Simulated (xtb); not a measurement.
CH6BOP, SMILES COBP. All values are semi-empirical tight-binding results from xtb (GFN2-xTB unless named), good for trends rather than for accurate numbers. Geometry: GFN2-xTB. Other conformers were not sampled.

Computed properties:
```yaml
orbital_gap: 4.15 eV
zero_point_energy: 44.7 kcal/mol
G − E(el) at 298.15 K (modified RRHO): 26.3 kcal/mol
static polarisability (D4 model): 58.1 bohr³
solvation energy, GFN2-xTB/ALPB(water): -1.3 kcal/mol
solvation energy, GFN2-xTB/ALPB(toluene): -4.8 kcal/mol
```
